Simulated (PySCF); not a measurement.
# Correlation energy of Ir²⁺ (iridium, charge +2)

[Xe] 4f14 5d6 6s1, high-spin 6D determinant (an excited configuration). Computed with PySCF 2.14 in def2-QZVPPD with the def2 core potential (60 electrons), with scalar relativity through the core potential. Frozen: nothing; 15 electrons correlated.

MP2 pair energies summed by pair of shells (mhartree):

```csv
pair,energy,share (%)
5p-5d,-152.52,36.7
5d-5d,-99.27,23.9
5p-5p,-64.68,15.6
5d-6s,-31.46,7.6
5s-5p,-27.21,6.6
5s-5d,-19.40,4.7
5p-6s,-15.50,3.7
5s-5s,-4.27,1.0
5s-6s,-0.92,0.2
```

Total MP2 correlation energy: -415.24 mhartree.

Same-spin part -144.90 and opposite-spin part -270.34 mhartree; SCS-MP2 scales them by 1/3 and 6/5 to -372.70 mhartree.

The basis has no tight functions for the innermost shells, so their pair energies are far from complete.

This basis was not built for core-valence correlation, so the inner-shell part is incomplete.
